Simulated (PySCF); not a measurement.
A PySCF script (with the pyscf-properties extension) for the NMR shieldings of SMILES C=C(C)[C@@H]1COBB(Cl)O1, C5H9B2ClO2, on a GFN2-xTB geometry:

```python
import basis_set_exchange as bse
import numpy as np
from pyscf import gto, dft
from pyscf.prop import nmr

atoms = """
C    -1.892414    0.694209   -1.430597
C    -1.303110    0.227274   -0.342025
C    -2.021201   -0.545748    0.717698
C     0.176412    0.445196   -0.107591
C     0.976910   -0.802963   -0.518068
O     2.366463   -0.644909   -0.314865
B     2.836503   -0.005478    0.764338
B     1.636003    0.609195    1.792581
Cl    1.692460    1.017775    3.480747
O     0.409444    0.769167    1.254588
H    -2.938169    0.526592   -1.619307
H    -1.357310    1.259328   -2.174497
H    -3.089726   -0.561968    0.524331
H    -1.655569   -1.571597    0.755520
H    -1.836849   -0.091388    1.689676
H     0.528964    1.289624   -0.718456
H     0.818830   -1.004168   -1.581516
H     0.634510   -1.667038    0.063641
H     4.008047    0.066148    0.786669
"""
names = dict.fromkeys(["C", "O", "B", "Cl", "H"], "pcSseg-1")
basis = {el: gto.basis.parse(bse.get_basis(n, elements=[el], fmt="nwchem")) for el, n in names.items()}
mol = gto.M(atom=atoms, basis=basis, charge=0, verbose=0)
mf = dft.RKS(mol, xc="PBE0")
mf.grids.level = 2
mf.grids.alignment = dft.numint.BLKSIZE   # the property module wants whole blocks of grid points
mf.conv_tol = 1e-9
mf.kernel()

calc = nmr.RKS(mf)   # GIAO
C = mf.mo_coeff
Co = C[:, mf.mo_occ > 0]
resp = mf.gen_response(singlet=True, hermi=2)
def vind(x):   # induced exchange potential for any number of trial vectors
    d = np.einsum("pi,xij,qj->xpq", C, 2 * x.reshape(-1, C.shape[1], Co.shape[1]), Co, optimize=True)
    return np.einsum("xpq,pi,qj->xij", resp(d - d.transpose(0, 2, 1)), C, Co, optimize=True).ravel()
mo1, _ = nmr.rhf.solve_mo1(calc, with_cphf=vind)
sigma = calc.kernel(mo1)
for i, s in enumerate(sigma):   # ppm
    print("%2d %-2s %9.2f" % (i, mol.atom_pure_symbol(i), np.trace(s) / 3))
```

Q: What are the results?

A: 
```
 0 C      66.71
 1 C      34.88
 2 C     166.55
 3 C     102.47
 4 C     113.56
 5 O      86.01
 6 B      52.21
 7 B      60.65
 8 Cl    759.81
 9 O     102.56
10 H      26.33
11 H      26.41
12 H      29.94
13 H      30.07
14 H      29.05
15 H      26.84
16 H      27.49
17 H      27.56
18 H      26.39
```

These numbers come from an equivalent density-fitted implementation of the same equations, which agrees with the script to about 0.01 ppm for H and up to a few tenths of a ppm for heavy atoms, so last digits may differ.

Size and cost of the density-fitted run: 222 basis functions, 26 s wall time on 1 thread of an AMD EPYC 9B45, shared host; peak memory 0.92 GiB.
